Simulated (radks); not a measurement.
Values are calculated unless marked as measured or tabulated.
Problem. Code: a radial shooting solver on a logarithmic mesh with Libxc functionals. Model: Dirac Kohn-Sham, PBEsol, spin-unpolarised, spherical densities, point nucleus; open shells fill j = l - 1/2 first. Each species is in its NIST ground configuration. Rank Nb, Te, Xe, Pd, Sn, Rb, Ru, Zr, Ag, I, Sr, Cd, Tc, Rh, In, Mo, Sb by radius at which the density is 0.001 e/bohr^3 (bohr), largest first.

Solution. Sr 5.27, Zr 5.08, Nb 4.82, Tc 4.74, Mo 4.70, Sn 4.68, Sb 4.67, In 4.61, Te 4.60, Rb 4.51, I 4.51, Ru 4.50, Rh 4.41, Xe 4.40, Cd 4.37, Ag 4.25, Pd 4.07.
